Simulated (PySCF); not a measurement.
Computed shifts of a molecule C₂H₃Cl₂FSi, PBE/pcSseg-1 (PySCF), GIAO, gas phase, atoms alike by connectivity averaged where their shifts nearly agree, in ppm (number of nuclei): ¹⁹F: -120.5 (1). ¹³C: 176.3 (1), 136.1 (1). ²⁹Si: -24.7 (1). ¹H: 7.00 (1), 5.90 (1), 5.48 (1). References: ¹⁹F against CFCl3 (σ = 133.6 ppm); ¹³C against TMS (σ = 182.0 ppm); ³⁵Cl against HCl (σ = 936.5 ppm); ²⁹Si against TMS (σ = 335.4 ppm); ¹H against TMS (σ = 31.49 ppm), references at their B3LYP-D3(BJ)/def2-TZVP geometries, non-relativistic (without spin–orbit terms, shifts of atoms bonded to Cl or Br come out too high). Coordinates come from a B3LYP-D3(BJ)/def2-SVP optimisation. Other conformers were not sampled.

Q: Which molecule gave these data?
A. F/C(Cl)=C(\[SiH3])Cl
B. F/C(=C/Cl)[SiH2]Cl
C. C=C[Si](F)(Cl)Cl
D. C=C(Cl)[Si@@H](F)Cl

A: B, F/C(=C/Cl)[SiH2]Cl
